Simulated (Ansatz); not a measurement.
CH4Si, SMILES [SiH2]=C.

Geometry optimised at r2SCAN-D4/def2-TZVP.

Two levels are set side by side: PBE/def2-TZVPD (Ansatz, a program for electronic structure) and PBE0/def2-TZVPD (Ansatz). Energy differences of separate SCF runs at the same geometry; the states with an electron removed or added have multiplicity 2 and 2. Differences are taken from unrounded values.

| quantity | PBE |
|---|---|
| vertical ionisation energy (eV) | 8.91 |
| vertical singlet–triplet gap (eV) | 2.72 |

**Question.** These are the PBE values. What does PBE0 give? (Estimate from the structure and the level; the computed values follow.)

**Answer.** 
| quantity | PBE0 | PBE minus PBE0 |
|---|---|---|
| vertical ionisation energy (eV) | 8.74 | 0.17 |
| vertical singlet–triplet gap (eV) | 2.53 | 0.19 |
